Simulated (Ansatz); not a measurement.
Input file for Ansatz (a program for electronic structure): R-CCSD(T)/aug-cc-pVTZ on hydrogen selenide (SMILES [SeH2]), atoms moved off the minimum. The run froze 14 orbitals, filled d shells among them.

Ansatz 0.2 input:
```yaml
crystal:
  periodic: [false, false, false]
  atoms:
    - {symbol: Se, position_ang: [-0.07621206, 0.01000257, 0.03615875]}
    - {symbol: H, position_ang: [-1.13255297, -0.95468004, 0.08145153]}
    - {symbol: H, position_ang: [1.09313114, -1.00929474, -0.03993769]}
basis:
  gaussian:
    orbitals: aug-cc-pVTZ
magnetization: {spin_polarized: false}
correlation: {method: ccsd_t, electrons: outside_noble_gas}
scf: {lower_state_search: off}
output: {forces: true}
```

Give the final energy of this run.

-2401.2475 hartree (reference determinant -2401.0449, T1 diagnostic 0.010).

How many basis functions does it have, and what does it roughly cost on one machine?

105 functions; roughly 7 core-seconds.
